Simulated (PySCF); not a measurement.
PySCF input (M06-L/def2-TZVPD):

```python
from pyscf import gto, scf, dft

mol = gto.M(
    atom='''
    B    -0.69550610    0.84456933   -0.96910073
    H    -1.34476674    0.15754573   -1.73723420
    O    -0.52308448    2.08483335   -0.86299569
    Se    0.23658860   -0.62929762    0.36130393
    H     0.96296081    0.33705993    1.20236960
    ''',
    basis='def2-tzvpd',
    charge=-1,
    spin=0,
    verbose=4,
)

mf = dft.RKS(mol, xc='m06l').density_fit(auxbasis='def2-universal-jkfit')
mf.grids.level = 4
mf.conv_tol = 1e-9
mf.max_cycle = 100
mf.max_memory = 1500
mf.kernel()
if not mf.converged:
    mf = mf.newton()
    mf.kernel(mf.make_rdm1())
mf.analyze()
```

Output:

```
PySCF version 2.14.0

[INPUT] verbose = 4
[INPUT] num. atoms = 5
[INPUT] num. electrons = 50
[INPUT] charge = -1
[INPUT] spin (= nelec alpha-beta = 2S) = 0
[INPUT] symmetry False subgroup None
[INPUT] Mole.unit = angstrom
[INPUT] Symbol           X                Y                Z      unit          X                Y                Z       unit  Magmom
[INPUT]  1 B     -0.695506100000   0.844569330000  -0.969100730000 AA   -1.314316046964   1.596004726907  -1.831334966816 Bohr   0.0
[INPUT]  2 H     -1.344766740000   0.157545730000  -1.737234200000 AA   -2.541240840024   0.297718281795  -3.282896852228 Bohr   0.0
[INPUT]  3 O     -0.523084480000   2.084833350000  -0.862995690000 AA   -0.988486407211   3.939764046859  -1.630825500780 Bohr   0.0
[INPUT]  4 Se     0.236588600000  -0.629297620000   0.361303930000 AA    0.447087658194  -1.189200152641   0.682765475429 Bohr   0.0
[INPUT]  5 H      0.962960810000   0.337059930000   1.202369600000 AA    1.819732199589   0.636950955265   2.272149244503 Bohr   0.0

nuclear repulsion = 129.976825892791
number of shells = 56
number of NR pGTOs = 241
number of NR cGTOs = 152
basis = def2-tzvpd
ecp = {}

******** <class 'pyscf.df.df_jk.DFRKS'> ********
method = DFRKS
initial guess = minao
damping factor = 0
level_shift factor = 0
DIIS = <class 'pyscf.scf.diis.CDIIS'>
diis_start_cycle = 1
diis_space = 8
diis_damp = 0
SCF conv_tol = 1e-09
SCF conv_tol_grad = None
SCF max_cycles = 100
direct_scf = False
XC library pyscf.dft.libxc version 7.1.2
    S. Lehtola, C. Steigemann, M. J. T. Oliveira, and M. A. L. Marques,  SoftwareX 7, 1–5 (2018)
XC functionals = m06l
    Y. Zhao and D. G. Truhlar,  J. Chem. Phys. 125, 194101 (2006)
    Y. Zhao and D. G. Truhlar,  J. Chem. Phys. 125, 194101 (2006)
    Y. Zhao and D. G. Truhlar,  Theor. Chem. Acc. 120, 215 (2008)
radial grids:
    Treutler-Ahlrichs [JCP 102, 346 (1995); DOI:10.1063/1.469408] (M4) radial grids

becke partition: Becke, JCP 88, 2547 (1988); DOI:10.1063/1.454033
pruning grids: <function nwchem_prune>
grids dens level: 4
symmetrized grids: False
atomic radii adjust function: <function treutler_atomic_radii_adjust>
small_rho_cutoff = 0
Set gradient conv threshold to 3.16228e-05
Initial guess from minao.
tot grids = 117968
init E= -2501.95836366626
  HOMO = -0.257259452467361  LUMO = -0.0792153255172478  gap/eV = 4.84483
cycle= 1 E= -2502.67442433408  delta_E= -0.716  |g|=    1  |ddm|= 2.32
  HOMO = 0.139240718230872  LUMO = 0.149535119679569  gap/eV = 0.28012
cycle= 2 E= -2495.61847835574  delta_E= 7.06  |g|= 3.26  |ddm|= 77.9
  HOMO = -0.0436268137799331  LUMO = 0.0951106545867757  gap/eV = 3.77524
[...]
cycle= 14 E= -2502.88902735722  delta_E= -2.89e-10  |g|= 5.5e-06  |ddm|= 0.000265
  HOMO = -0.00407715823632349  LUMO = 0.119512452354958  gap/eV = 3.36304
Extra cycle  E= -2502.88902735719  delta_E= 2.91e-11  |g|= 1.07e-05  |ddm|= 5.83e-05
converged SCF energy = -2502.88902735719
**** SCF Summaries ****
Total Energy =                       -2502.889027357193754
Nuclear Repulsion Energy =             129.976825892791169
One-electron Energy =                -3752.095826341881093
Two-electron Energy =                 1119.229973091896227
Two-electron Coulomb Energy =         1219.967400880152127
DFT Exchange-Correlation Energy =     -100.737427788255957
HOMO-LUMO gap [eV] =                     3.363044601860838
**** MO energy ****
MO #1   energy= -452.960206499505  occ= 2
MO #2   energy= -57.7385816759494  occ= 2
MO #3   energy= -51.6847262543024  occ= 2
MO #4   energy= -51.6825982391111  occ= 2
MO #5   energy= -51.681774993631   occ= 2
MO #6   energy= -18.7074604701451  occ= 2
MO #7   energy= -7.60489999627909  occ= 2
MO #8   energy= -6.4453618382658   occ= 2
MO #9   energy= -5.49697263986312  occ= 2
MO #10  energy= -5.48923623588006  occ= 2
MO #11  energy= -5.48652869036023  occ= 2
MO #12  energy= -1.80842754457033  occ= 2
MO #13  energy= -1.80699914004339  occ= 2
MO #14  energy= -1.80485403252858  occ= 2
MO #15  energy= -1.79883707411425  occ= 2
MO #16  energy= -1.79873545314307  occ= 2
MO #17  energy= -0.701695940737501 occ= 2
MO #18  energy= -0.446987151808976 occ= 2
MO #19  energy= -0.227628682499784 occ= 2
MO #20  energy= -0.15202737123245  occ= 2
MO #21  energy= -0.129692950143107 occ= 2
MO #22  energy= -0.102211553279379 occ= 2
MO #23  energy= -0.0868290567215899 occ= 2
MO #24  energy= -0.0240049336479153 occ= 2
MO #25  energy= -0.00407715823632349 occ= 2
MO #26  energy= 0.119512452354958  occ= 0
MO #27  energy= 0.13735146106198   occ= 0
MO #28  energy= 0.147330932712861  occ= 0
MO #29  energy= 0.15157380152659   occ= 0
MO #30  energy= 0.173062303908472  occ= 0
MO #31  energy= 0.188964346258408  occ= 0
MO #32  energy= 0.195474888416441  occ= 0
MO #33  energy= 0.209849033104997  occ= 0
MO #34  energy= 0.222735577153924  occ= 0
MO #35  energy= 0.232944260456171  occ= 0
MO #36  energy= 0.261294992991057  occ= 0
MO #37  energy= 0.264268365944482  occ= 0
MO #38  energy= 0.267904732956025  occ= 0
MO #39  energy= 0.283297910271479  occ= 0
MO #40  energy= 0.305727378801586  occ= 0
MO #41  energy= 0.30678544616995   occ= 0
MO #42  energy= 0.319833604941953  occ= 0
MO #43  energy= 0.323801453731858  occ= 0
MO #44  energy= 0.336361239071638  occ= 0
MO #45  energy= 0.352768225132105  occ= 0
MO #46  energy= 0.370859048078235  occ= 0
MO #47  energy= 0.374707291500267  occ= 0
MO #48  energy= 0.391539817294821  occ= 0
MO #49  energy= 0.4103970244975    occ= 0
MO #50  energy= 0.417409688973999  occ= 0
MO #51  energy= 0.428667100804283  occ= 0
MO #52  energy= 0.431398389368252  occ= 0
MO #53  energy= 0.441750333844467  occ= 0
MO #54  energy= 0.464799197348019  occ= 0
MO #55  energy= 0.47618447421384   occ= 0
MO #56  energy= 0.483876583941667  occ= 0
MO #57  energy= 0.492385885922081  occ= 0
MO #58  energy= 0.552606153658814  occ= 0
MO #59  energy= 0.578745088827751  occ= 0
MO #60  energy= 0.585060628239807  occ= 0
MO #61  energy= 0.585351748179559  occ= 0
MO #62  energy= 0.5872786725615    occ= 0
MO #63  energy= 0.602980388761013  occ= 0
MO #64  energy= 0.613693033972736  occ= 0
MO #65  energy= 0.646102223804795  occ= 0
MO #66  energy= 0.64966132375464   occ= 0
MO #67  energy= 0.67254046308332   occ= 0
MO #68  energy= 0.686137714606016  occ= 0
MO #69  energy= 0.704354613059333  occ= 0
MO #70  energy= 0.709460514086856  occ= 0
MO #71  energy= 0.752456356903593  occ= 0
MO #72  energy= 0.773702882929004  occ= 0
MO #73  energy= 0.811448609380131  occ= 0
MO #74  energy= 0.857381351511416  occ= 0
MO #75  energy= 0.858861140103369  occ= 0
MO #76  energy= 0.909320749393946  occ= 0
MO #77  energy= 0.920350187648302  occ= 0
MO #78  energy= 0.934631451063248  occ= 0
MO #79  energy= 0.982900244600337  occ= 0
MO #80  energy= 0.988079940230271  occ= 0
MO #81  energy= 1.11202448697028   occ= 0
MO #82  energy= 1.19875152925238   occ= 0
MO #83  energy= 1.21807188055325   occ= 0
MO #84  energy= 1.2269297813054    occ= 0
MO #85  energy= 1.29467612652965   occ= 0
MO #86  energy= 1.34483850511739   occ= 0
MO #87  energy= 1.42472259641457   occ= 0
MO #88  energy= 1.43171608581485   occ= 0
MO #89  energy= 1.45978302059186   occ= 0
MO #90  energy= 1.46987421730668   occ= 0
MO #91  energy= 1.51138490560465   occ= 0
MO #92  energy= 1.5175927927268    occ= 0
MO #93  energy= 1.53221674528071   occ= 0
MO #94  energy= 1.55900567419821   occ= 0
MO #95  energy= 1.56360114727816   occ= 0
MO #96  energy= 1.67752215997676   occ= 0
MO #97  energy= 1.67853937678103   occ= 0
MO #98  energy= 1.69905477747272   occ= 0
MO #99  energy= 1.77206471074759   occ= 0
MO #100 energy= 1.77783296976928   occ= 0
MO #101 energy= 1.81738074630695   occ= 0
MO #102 energy= 1.86279889874944   occ= 0
MO #103 energy= 1.89005534950764   occ= 0
MO #104 energy= 1.95254741924938   occ= 0
MO #105 energy= 1.95920656709723   occ= 0
MO #106 energy= 2.00494553780812   occ= 0
MO #107 energy= 2.02881122886312   occ= 0
[...]
```

It need not be the lowest isomer of its formula. Whether it binds its extra electron was not tested at this geometry.
